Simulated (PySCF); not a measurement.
Isomers of C8H16NP.

All values: PBE0/pcSseg-1 (PySCF) at PBE0-D3(BJ)/def2-SVP geometries, gas phase, one conformer each.

Problem. Rank by LUMO energy, highest first.
A. `[CH3:1][C:2]#[C:3][P:4]([CH3:5])[N:6]([CH2:7][CH3:8])[CH2:9][CH3:10]` with C3–P4–N6–C7 -155°, P4–N6–C7–C8 -60°, P4–N6–C9–C10 -134°
B. `[CH2:1]=[CH:2][P:3]([CH:4]1[CH2:5][CH2:6]1)[N:7]([CH3:8])[CH2:9][CH3:10]` with C1–C2–P3–C4 -121°, C2–P3–C4–C5 156°, C2–P3–N7–C8 161°, P3–N7–C9–C10 155°
C. `[CH3:1][C:2]([CH3:3])([CH3:4])[NH:5][P:6]1[CH:7]=[CH:8][CH2:9][CH2:10]1` with C2–N5–P6–C7 -119°, N5–P6–C7–C8 -92°, C7–C8–C9–C10 -12°, C8–C9–C10–P6 19°, N5–P6–C10–C9 85°

Solution. A (0.18 eV), C (-0.12 eV), B (-0.31 eV).

All values together:

| SMILES | μ (D) | HOMO (eV) | LUMO (eV) | lowest IAO charge (e) | highest IAO charge (e) | lowest Hirshfeld charge (e) | highest Hirshfeld charge (e) |
| --- | --- | --- | --- | --- | --- | --- | --- |
| CC(C)(C)NP1C=CCC1 | 1.58 | -6.19 | -0.12 | -0.611 (N) | +0.603 (P) | -0.194 (N) | +0.189 (P) |
| CC#CP(C)N(CC)CC | 1.05 | -5.40 | 0.18 | -0.606 (C) | +0.665 (P) | -0.165 (C) | +0.204 (P) |
| C=CP(C=C)NC(C)(C)C | 1.20 | -6.29 | -0.38 | -0.616 (N) | +0.662 (P) | -0.183 (N) | +0.207 (P) |
| C=CP(C1CC1)N(C)CC | 0.74 | -5.59 | -0.31 | -0.459 (N) | +0.613 (P) | -0.139 (N) | +0.190 (P) |

Conformers: `[CH3:1][C:2]([CH3:3])([CH3:4])[NH:5][P:6]1[CH:7]=[CH:8][CH2:9][CH2:10]1` with C2–N5–P6–C7 -119°, N5–P6–C7–C8 -92°, C7–C8–C9–C10 -12°, C8–C9–C10–P6 19°, N5–P6–C10–C9 85°; `[CH3:1][C:2]#[C:3][P:4]([CH3:5])[N:6]([CH2:7][CH3:8])[CH2:9][CH3:10]` with C3–P4–N6–C7 -155°, P4–N6–C7–C8 -60°, P4–N6–C9–C10 -134°; `[CH2:1]=[CH:2][P:3]([CH:4]=[CH2:5])[NH:6][C:7]([CH3:8])([CH3:9])[CH3:10]` with C1–C2–P3–C4 114°, C2–P3–C4–C5 128°, C2–P3–N6–C7 131°; `[CH2:1]=[CH:2][P:3]([CH:4]1[CH2:5][CH2:6]1)[N:7]([CH3:8])[CH2:9][CH3:10]` with C1–C2–P3–C4 -121°, C2–P3–C4–C5 156°, C2–P3–N7–C8 161°, P3–N7–C9–C10 155°.
